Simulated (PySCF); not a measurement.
Al(H)(Cl)(vinyl) (C2H4AlCl), SMILES C=[CH][AlH][Cl].

Geometry: PBE0-D3(BJ)/def2-SVP. The values are those of a single conformer.

Method: M06-2X/def2-TZVPD (PySCF).

Symmetry labels are those of the subgroup Cs that the program uses (full group Cs).

Computed valence orbital energies around the gap with their symmetry:
| orbital | symmetry | energy (eV) |
|---|---|---|
| HOMO−7 | A' | -14.68 |
| HOMO−6 | A' | -13.36 |
| HOMO−5 | A' | -12.56 |
| HOMO−4 | A' | -10.99 |
| HOMO−3 | A" | -10.70 |
| HOMO−2 | A' | -10.52 |
| HOMO−1 | A' | -9.50 |
| HOMO | A" | -9.48 |
| LUMO | A" | -1.11 |
| LUMO+1 | A' | 0.03 |
| LUMO+2 | A' | 0.64 |
| LUMO+3 | A' | 0.92 |
